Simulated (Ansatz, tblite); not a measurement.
Forces on (BeSe)2 ring (Be₂Se₂) at its PBE0-D4/def2-TZVP geometry. Charge 0, multiplicity 1.

The xTB rows come from tblite.

GFN1-xTB (tblite), largest force 1.17 eV/Å:

```xyz
4
positions Å, forces eV/Å
Be    0.187    0.365    0.916    0.148    0.290    0.726
Se   -1.186    1.318   -0.283   -0.775    0.861   -0.185
Be   -0.187   -0.365   -0.916   -0.148   -0.290   -0.726
Se    1.186   -1.318    0.283    0.775   -0.861    0.185
```

GFN2-xTB (tblite), largest force 0.43 eV/Å:

```
Be 0.041 0.081 0.202
Se -0.283 0.314 -0.067
Be -0.041 -0.081 -0.202
Se 0.283 -0.314 0.067
```

r2SCAN-D4/def2-TZVP (Ansatz), largest force 0.10 eV/Å:

```
Be -0.001 0.000 0.000
Se -0.068 0.076 -0.016
Be 0.001 0.000 0.000
Se 0.068 -0.076 0.016
```
